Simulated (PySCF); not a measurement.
Nb(Cl)5, SMILES [Cl][Nb]([Cl])([Cl])([Cl])[Cl] (Cl5Nb) at its B3LYP/def2-SVP optimised geometry (Å):

```
6

Nb    -1.1448     0.0000     0.0000
Cl     1.1465     0.0000     0.0000
Cl    -1.1465    -2.3375     0.0005
Cl    -1.1455     2.3375     0.0000
Cl    -2.2856     0.0002    -1.9870
Cl    -2.2923    -0.0015     1.9837
```

Calculation: B3LYP/def2-TZVP, def2 effective core potentials past Kr (PySCF). The core electrons that the potentials of Nb replace are not part of the density.

Map of the electron localisation function on the plane z = 1.0 Å:

```
|                           |
|         ..                |
|       .:---:.             |
|      :=+***=-.            |
|     .-*#%%%#+:            |
|     :=#%@@@%*-            |
|     .=#@@@@%*:            |
|      :*%@@@%+.            |
|       :+#%%*:    .        |
|        .-++-  .:==:.      |
|  .:-=-:....  .+##*=:      |
|  :=*##*-.   .+%%@%*-.     |
| .-*%%@%=::. :#@@@@#=.     |
| .=*%@@%+--. :#@@@@#+.     |
| .-*%%@%=::. :#@@@@#=.     |
|  :=*##*-.   .+%%@%*-.     |
|  .:-=-:....  .+##*=:      |
|        .-++-  .:==:.      |
|       :+#%%*:    .        |
|      :*%@@@%+.            |
|     .=#@@@@%*:            |
|     :=#%@@@%*-            |
|     .-*#%%%#+:            |
|      :=+***=-.            |
|       .:---:.             |
|         ..                |
|                           |
```
Scale: ten equal steps from 0.000 (start of ' ') to 0.852 (end of '@'), in the order ' .:-=+*#%@'; x runs from -4.50 to 4.50, y from -4.50 (bottom) to 4.50 (top).
